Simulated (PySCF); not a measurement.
H$_{6}$As$_{2}$GeO$_{2}$, singlet, at a GFN2-xTB geometry, with bond 10-5 at 1.4 times its length; PySCF with CASSCF(4,3)/STO-3G.

The PySCF input:
```python
from pyscf import gto, scf, mcscf
import numpy

mol = gto.Mole()
mol.atom = '''
    O    -0.434795   -1.622215    1.317649
    Ge   -0.049849   -0.512412   -0.016110
    O     0.093081   -1.720777   -1.352594
    As    2.179778    0.396799    0.459629
    As   -2.061754    0.839033   -0.406148
    H    -0.480825   -2.531280    1.027927
    H     0.307956   -1.375363   -2.215237
    H     1.982016    1.439890   -0.620212
    H     1.564362    1.352223    1.443156
    H    -0.959474    2.094923   -1.710566
    H    -1.664996    1.737082    0.732445
'''
mol.basis = 'sto-3g'
mol.charge = 0
mol.spin = 0
mol.verbose = 4
mol.build()

mf = scf.RHF(mol)
mf.kernel()
mc = mcscf.CASSCF(mf, 3, 4)
mc.fix_spin_(ss=0.0)
mc = mc.newton()
mc.kernel()
occ = numpy.linalg.eigvalsh(mc.fcisolver.make_rdm1(mc.ci, mc.ncas, mc.nelecas))[::-1]
ss = mc.fcisolver.spin_square(mc.ci, mc.ncas, mc.nelecas)[0]
print('natural occupations', occ.round(4), ' <S^2>', round(ss, 4))
```

Task: Write the output that PySCF gives for this input, abridged.

Result: 
```
PySCF version 2.14.0

[INPUT] verbose = 4
[INPUT] num. atoms = 11
[INPUT] num. electrons = 120
[INPUT] charge = 0
[INPUT] spin (= nelec alpha-beta = 2S) = 0
[INPUT] symmetry False subgroup None
[INPUT] Mole.unit = angstrom
[INPUT] Symbol           X                Y                Z      unit          X                Y                Z       unit  Magmom
[...]
nuclear repulsion = 1051.06788695177
number of shells = 36
number of NR pGTOs = 210
number of NR cGTOs = 70
basis = sto-3g
ecp = {}

******** <class 'pyscf.scf.hf.RHF'> ********
method = RHF
initial guess = minao
damping factor = 0
level_shift factor = 0
DIIS = <class 'pyscf.scf.diis.CDIIS'>
diis_start_cycle = 1
diis_space = 8
diis_damp = 0
SCF conv_tol = 1e-09
SCF conv_tol_grad = None
SCF max_cycles = 50
direct_scf = True
direct_scf_tol = 1e-13
Set gradient conv threshold to 3.16228e-05
Initial guess from minao.
init E= -6612.36839905626
[...]
cycle= 1 E= -6621.16705522719  delta_E= -8.8  |g|= 0.783  |ddm|= 3.87
[...]
cycle= 2 E= -6621.4394486619  delta_E= -0.272  |g|= 0.159  |ddm|= 1.64
[...]
cycle= 3 E= -6621.45408275137  delta_E= -0.0146  |g|= 0.0385  |ddm|= 0.405
[...]
cycle= 4 E= -6621.45501551182  delta_E= -0.000933  |g|= 0.009  |ddm|= 0.0897
[...]
cycle= 5 E= -6621.45508913535  delta_E= -7.36e-05  |g|= 0.00178  |ddm|= 0.0334
[...]
cycle= 6 E= -6621.4550921959  delta_E= -3.06e-06  |g|= 0.000526  |ddm|= 0.00606
[...]
cycle= 7 E= -6621.45509252291  delta_E= -3.27e-07  |g|= 0.000116  |ddm|= 0.0022
[...]
cycle= 8 E= -6621.45509254158  delta_E= -1.87e-08  |g|= 2.94e-05  |ddm|= 0.000517
[...]
cycle= 9 E= -6621.45509254285  delta_E= -1.27e-09  |g|= 6.85e-06  |ddm|= 0.000143
[...]
cycle= 10 E= -6621.45509254289  delta_E= -3.64e-11  |g|= 1.88e-06  |ddm|= 2.68e-05
[...]
Extra cycle  E= -6621.45509254288  delta_E= 5.46e-12  |g|= 8.01e-07  |ddm|= 4.81e-06
converged SCF energy = -6621.45509254288

******** <class 'pyscf.mcscf.newton_casscf.CASSCF'> ********
CAS (2e+2e, 3o), ncore = 58, nvir = 9
max_cycle_macro = 50
max_cycle_micro = 10
conv_tol = 1e-07
conv_tol_grad = None
orbital rotation max_stepsize = 0.03
augmented hessian ah_max_cycle = 30
augmented hessian ah_conv_tol = 1e-12
augmented hessian ah_linear dependence = 1e-14
augmented hessian ah_level shift = 1e-08
augmented hessian ah_start_tol = 500
augmented hessian ah_start_cycle = 3
augmented hessian ah_grad_trust_region = 3
kf_trust_region = 3
kf_interval = 5
natorb = False
canonicalization = True
internal_rotation = False
******** <class 'pyscf.fci.addons.SpinPenaltyFCISolver'> ********
max. cycles = 50
conv_tol = 1e-08
davidson only = True
linear dependence = 1e-12
level shift = 0.001
max iter space = 12
nroots = 1
pspace_size = 400
spin = None

WARN: SO-CASSCF (Second order CASSCF) is an experimental feature. Its performance is bad for large systems.

CASCI E = -6621.48205139063  dE = -6621.4821  S^2 = 0.0000000
Set conv_tol_grad to 0.000316228
macro 1 (19 JK  14 micro), CASSCF E = -6621.50671417125  dE = -0.02466  |grad|=0.063  S^2 = 0.0000000
macro 2 (14 JK  9 micro), CASSCF E = -6621.50742561013  dE = -0.0007114  |grad|=0.00633  S^2 = 0.0000000
macro 3 (11 JK  7 micro), CASSCF E = -6621.50761316459  dE = -0.0001876  |grad|=0.00474  S^2 = 0.0000000
macro 4 (11 JK  7 micro), CASSCF E = -6621.50784960851  dE = -0.0002364  |grad|=0.00388  S^2 = 0.0000000
macro 5 (11 JK  7 micro), CASSCF E = -6621.5080347805  dE = -0.0001852  |grad|=0.00251  S^2 = 0.0000000
macro 6 (9 JK  5 micro), CASSCF E = -6621.50809682909  dE = -6.205e-05  |grad|=0.00101  S^2 = 0.0000000
macro 7 (6 JK  2 micro), CASSCF E = -6621.50810302786  dE = -6.199e-06  |grad|=0.000544  S^2 = 0.0000000
macro 8 (5 JK  1 micro), CASSCF E = -6621.50810302791  dE = -5.548e-11  |grad|=0.000544  S^2 = 0.0000000
macro 9 (5 JK  1 micro), CASSCF E = -6621.50810302792  dE = -3.638e-12  |grad|=0.000544  S^2 = 0.0000000
macro 10 (5 JK  1 micro), CASSCF E = -6621.50810302792  dE = 0  |grad|=0.000544  S^2 = 0.0000000
[...]
macro 16 (5 JK  1 micro), CASSCF E = -6621.50810302791  dE = -9.095e-13  |grad|=0.000544  S^2 = 0.0000000
macro 17 (5 JK  1 micro), CASSCF E = -6621.50810302791  dE = 2.728e-12  |grad|=0.000544  S^2 = 0.0000000
macro 18 (5 JK  1 micro), CASSCF E = -6621.50810302791  dE = 2.728e-12  |grad|=0.000544  S^2 = 0.0000000
macro 19 (5 JK  1 micro), CASSCF E = -6621.50810302791  dE = 0  |grad|=0.000544  S^2 = 0.0000000
macro 20 (5 JK  1 micro), CASSCF E = -6621.5081030279  dE = 1.819e-12  |grad|=0.000544  S^2 = 0.0000000
macro 21 (5 JK  1 micro), CASSCF E = -6621.50810302791  dE = -3.638e-12  |grad|=0.000544  S^2 = 0.0000000
macro 22 (5 JK  1 micro), CASSCF E = -6621.50810302791  dE = 0  |grad|=0.000544  S^2 = 0.0000000
macro 23 (5 JK  1 micro), CASSCF E = -6621.50810302791  dE = -9.095e-13  |grad|=0.000544  S^2 = 0.0000000
macro 24 (5 JK  1 micro), CASSCF E = -6621.50810302791  dE = 2.728e-12  |grad|=0.000544  S^2 = 0.0000000
macro 25 (5 JK  1 micro), CASSCF E = -6621.5081030279  dE = 9.095e-13  |grad|=0.000544  S^2 = 0.0000000
macro 26 (5 JK  1 micro), CASSCF E = -6621.5081030279  dE = 1.819e-12  |grad|=0.000544  S^2 = 0.0000000
macro 27 (5 JK  1 micro), CASSCF E = -6621.5081030279  dE = 9.095e-13  |grad|=0.000544  S^2 = 0.0000000
macro 28 (5 JK  1 micro), CASSCF E = -6621.5081030279  dE = -1.819e-12  |grad|=0.000544  S^2 = 0.0000000
macro 29 (5 JK  1 micro), CASSCF E = -6621.5081030279  dE = 2.728e-12  |grad|=0.000544  S^2 = 0.0000000
macro 30 (5 JK  1 micro), CASSCF E = -6621.5081030279  dE = 1.819e-12  |grad|=0.000544  S^2 = 0.0000000
macro 31 (5 JK  1 micro), CASSCF E = -6621.5081030279  dE = 2.728e-12  |grad|=0.000544  S^2 = 0.0000000
macro 32 (5 JK  1 micro), CASSCF E = -6621.5081030279  dE = -9.095e-13  |grad|=0.000544  S^2 = 0.0000000
macro 33 (5 JK  1 micro), CASSCF E = -6621.5081030279  dE = 0  |grad|=0.000544  S^2 = 0.0000000
macro 34 (5 JK  1 micro), CASSCF E = -6621.5081030279  dE = 9.095e-13  |grad|=0.000544  S^2 = 0.0000000
macro 35 (5 JK  1 micro), CASSCF E = -6621.5081030279  dE = 0  |grad|=0.000544  S^2 = 0.0000000
macro 36 (5 JK  1 micro), CASSCF E = -6621.50810302789  dE = 2.728e-12  |grad|=0.000544  S^2 = 0.0000000
macro 37 (5 JK  1 micro), CASSCF E = -6621.50810302789  dE = 9.095e-13  |grad|=0.000544  S^2 = 0.0000000
macro 38 (5 JK  1 micro), CASSCF E = -6621.50810302789  dE = 0  |grad|=0.000544  S^2 = 0.0000000
macro 39 (5 JK  1 micro), CASSCF E = -6621.50810302789  dE = 0  |grad|=0.000544  S^2 = 0.0000000
macro 40 (5 JK  1 micro), CASSCF E = -6621.50810302789  dE = 2.728e-12  |grad|=0.000544  S^2 = 0.0000000
macro 41 (5 JK  1 micro), CASSCF E = -6621.50810302789  dE = 9.095e-13  |grad|=0.000544  S^2 = 0.0000000
macro 42 (5 JK  1 micro), CASSCF E = -6621.50810302789  dE = 0  |grad|=0.000544  S^2 = 0.0000000
macro 43 (5 JK  1 micro), CASSCF E = -6621.50810302789  dE = 1.819e-12  |grad|=0.000544  S^2 = 0.0000000
macro 44 (5 JK  1 micro), CASSCF E = -6621.50810302789  dE = 0  |grad|=0.000544  S^2 = 0.0000000
macro 45 (5 JK  1 micro), CASSCF E = -6621.50810302789  dE = 1.819e-12  |grad|=0.000544  S^2 = 0.0000000
macro 46 (5 JK  1 micro), CASSCF E = -6621.50810302788  dE = 1.819e-12  |grad|=0.000544  S^2 = 0.0000000
macro 47 (5 JK  1 micro), CASSCF E = -6621.50810302788  dE = 0  |grad|=0.000544  S^2 = 0.0000000
macro 48 (5 JK  1 micro), CASSCF E = -6621.50810302789  dE = -1.819e-12  |grad|=0.000544  S^2 = 0.0000000
macro 49 (5 JK  1 micro), CASSCF E = -6621.50810302788  dE = 1.819e-12  |grad|=0.000544  S^2 = 0.0000000
macro 50 (5 JK  1 micro), CASSCF E = -6621.50810302788  dE = 9.095e-13  |grad|=0.000544  S^2 = 0.0000000
newton CASSCF not converged, 50 macro (102 KF 194 Hx) steps
CASSCF canonicalization
Density matrix diagonal elements [1.83675233 1.99226868 0.17097899]
CASSCF energy = -6621.50810302788
CASCI E = -6621.50810302788  E(CI) = -3.77660392231337  S^2 = 0.0000000
natural occupations [1.9986 1.8305 0.1708]  <S^2> 0.0
```

Convergence was not reached.
